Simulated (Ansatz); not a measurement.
I$_{2}$Se (SMILES I[Se]I), singlet, at a GFN2-xTB geometry (core potentials on I); Ansatz (a first-principles code) with B3LYP/def2-TZVPD.

The Ansatz input:
Ansatz 0.2 input:
```yaml
crystal:
  periodic: [false, false, false]
  atoms:
    - {symbol: Se, position_ang: [0.04717171, 0.00301603, 1.16094924]}
    - {symbol: I, position_ang: [0.98759272, -1.67735908, -0.40876752]}
    - {symbol: I, position_ang: [-1.01785382, 1.67542427, -0.33599237]}
basis:
  gaussian:
    orbitals: def2-TZVPD
hamiltonian:
  xc: b3lyp
```

It wrote (shortened):

```
Functional definition: B3LYP
1330 factors; their error is unknown
mean field evaluation 1: about -81558.0289 eV, gradient 9.6e0 eV
mean field evaluation 2: about -81558.1290 eV, gradient 5.8e0 eV
mean field evaluation 4: about -81558.1565 eV, gradient 9.1e-1 eV
mean field evaluation 8: about -81558.7604 eV, gradient 1.5e-1 eV
mean field evaluation 16: about -81558.7605 eV, gradient 4.7e-5 eV
mean field -81558.76047375 eV, -2997.2291648970 hartree, gradient 4.7e-5 eV, S^2 0.000000; 0 other end points of the search recorded, 0 dependent functions left out
reference -81558.76070778 eV, -2997.2291734975 hartree; 42, 42 occupied and 133, 133 virtual orbitals, 1330 factors
Total energy: -81558.76070778 eV, -2997.2291734975 hartree
```
